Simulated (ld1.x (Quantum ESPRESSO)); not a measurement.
# Reading a pseudo-wave (helium (He))

Columns: radius, all-electron u(r) and pseudo u(r) of the 1s shell (level -15.52 eV) of helium in the configuration 1s2; LDA (PZ), non-relativistic, PAW scheme, ld1.x (Quantum ESPRESSO) 7.5.

```csv
r (bohr),all-electron,pseudo
0.023,0.1034,0.0834
0.045,0.1936,0.1622
0.068,0.2795,0.2425
0.090,0.3542,0.3163
0.113,0.4250,0.3897
0.135,0.4863,0.4554
0.158,0.5441,0.5191
0.180,0.5939,0.5747
0.202,0.6388,0.6250
0.225,0.6807,0.6719
0.248,0.7181,0.7131
0.270,0.7497,0.7475
0.293,0.7790,0.7786
0.315,0.8036,0.8041
0.338,0.8260,0.8268
0.360,0.8445,0.8452
0.383,0.8611,0.8615
0.405,0.8745,0.8747
0.428,0.8862,0.8862
0.450,0.8952,0.8952
0.473,0.9028,0.9028
0.495,0.9082,0.9082
0.518,0.9122,0.9122
0.540,0.9146,0.9146
0.563,0.9156,0.9156
0.585,0.9154,0.9154
```

(1) How many radial nodes do the two functions have?

(2) At about which radius was the pseudo-wave matched?

(3) Where does each function peak?

(4) Is the pseudo-wave norm-conserving?

## Answers

(1) The all-electron 1s function has n − l − 1 = 0; the pseudo-wave has 0.

(2) 0.45 bohr. The columns agree to 0.0005 from 0.38 bohr on; several derivatives are matched, so the curves merge somewhat inside the radius.

(3) Outermost all-electron maximum near 0.56 bohr, pseudo maximum near 0.56 bohr (to the table’s step).

(4) No, it belongs to a PAW set: the norm inside the radius is not constrained, and the difference is carried by the augmentation charge.
